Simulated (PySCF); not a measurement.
**Correlation energy of Mg (magnesium, neutral)**

[Ne] 3s1 3p1, high-spin 3P determinant (an excited configuration). All numbers are calculated (PySCF 2.14, the spin-free X2C one-electron Hamiltonian (Gaussian nucleus), in x2c-QZVPPall (9s6p5d2f, 66 functions)). Frozen: 1s2; 10 electrons correlated.

```tsv
level	correlation energy (mhartree)
CCSD	-267.66
(T)	-2.53
CCSD(T)	-270.19
```

Diagnostics: T1 = 0.0061, D1 = 0.0242, largest double amplitude 0.045.

Cost of the coupled-cluster step: of the order of 6 core-seconds, for 10 correlated electrons.

The basis was made for the ground configuration and has no added diffuse functions, which can raise the energy of the promoted electron.

This basis was not built for core-valence correlation, so the inner-shell part is incomplete.
